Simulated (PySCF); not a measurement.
## Frontier levels across methods

Compound: B2H5NO.
Z-matrix (Å and degrees, PBE0-D3(BJ)/def2-SVP geometry), rows numbered from 1:
```
B 
O   1  1.3491
B   2  1.3890  1  126.67
N   3  1.3910  2  118.01  1   176.07
H   1  1.2145  2  120.50  3     0.42
H   1  1.2112  2  117.73  3  -179.50
H   3  1.2101  2  121.02  1    -3.90
H   4  1.0095  3  122.89  2  -179.65
H   4  1.0125  3  122.24  2    -0.41
```

The species is `BOBN` (B2H5NO).

Basis pcSseg-2 throughout (PySCF), one geometry. The structure is a single PBE0-D3(BJ)/def2-SVP conformer in the gas phase; no vibrational or solvent corrections.

**Question.** How do the orbital energies, the gap and the dipole change with the method?

**Answer.** 
```tsv
method	kind	HOMO (eV)	LUMO (eV)	gap (eV)	μ (D)	SCF cycles
OPBE	GGA	-6.74	-1.43	5.30	2.39	15
BLYP	GGA	-6.75	-1.49	5.25	2.37	15
PBE	GGA	-6.80	-1.62	5.18	2.41	15
B97-D	GGA	-6.85	-1.42	5.43	2.32	15
LDA	LDA	-6.85	-1.90	4.95	2.46	15
BP86	GGA	-6.91	-1.67	5.25	2.40	15
KT2	GGA	-6.92	-1.58	5.34	2.30	15
KT3	GGA	-6.96	-1.51	5.45	2.27	15
B97-2	global hybrid	-8.04	-0.58	7.45	2.19	13
B3LYP	global hybrid	-8.10	-0.85	7.25	2.21	13
PBE0	global hybrid	-8.29	-0.60	7.69	2.22	14
mPW1PW91	global hybrid	-8.33	-0.60	7.73	2.20	14
BHandHLYP	global hybrid	-9.71	0.38	10.09	2.01	12
CAM-B3LYP	range-separated hybrid	-9.78	0.44	10.22	2.14	12
wB97X-D	range-separated hybrid	-10.25	1.27	11.52	2.15	12
LC-wPBE	range-separated hybrid	-11.11	1.63	12.75	2.13	12
HF	Hartree–Fock	-11.76	2.48	14.24	1.80	10
```

The HOMO spans 5.03 eV, from OPBE down to HF, and the gap runs from 4.95 eV (LDA) to 14.24 eV (HF). Over the methods OPBE (0 %), BLYP (0 %), PBE (0 %), B97-D (0 %), LDA (0 %), BP86 (0 %), KT2 (0 %), KT3 (0 %), B97-2 (21 %), B3LYP (20 %), PBE0 (25 %), mPW1PW91 (25 %), BHandHLYP (50 %), HF (100 %), a straight line through the gap against the share of exact exchange rises by 0.91 eV for each 10 % (correlation coefficient 0.998). The dipole ranges from 1.80 D (HF) to 2.46 D (LDA). This basis has no diffuse functions.

The vertical ΔSCF ionisation energy at wB97X-D/def2-SVPD is 10.86 eV; −ε(HOMO) comes closest to it with LC-wPBE (11.11 eV).
